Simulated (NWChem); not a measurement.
System: SeCl$_{2}$; SMILES Cl[Se]Cl

Here is an NWChem input.

```
start job
memory heap 200 mb stack 900 mb global 1100 mb
geometry units angstroms noautosym nocenter noautoz
  Se     0.000000     0.000000     0.687441
  Cl    -1.711116     0.000000    -0.687017
  Cl     1.711116     0.000000    -0.687017
end
basis spherical
  * library sto-3g
end
dft
  xc hfexch
  iterations 150
end
property
  shielding 2 1 2
end
task dft property
```

STO-3G and 3-21G are far too small for this property and stand as cheap habits. All runs use the structure optimised with B3LYP/6-31G* (spherical d).

GIAO values for the isolated, static molecule; σ is the absolute isotropic shielding. Spin-orbit effects, on the heavy nuclei and on their neighbours, are missing.

Atoms are numbered as in the input.

Task: Predict the main results of this run. (Hartree-Fock/STO-3G, GIAO.) Quantities: σ Se1 (ppm); σ Cl2 (ppm).

Result: 
```yaml
"σ Se1 (ppm)": 1821.1
"σ Cl2 (ppm)": 1075.1
```
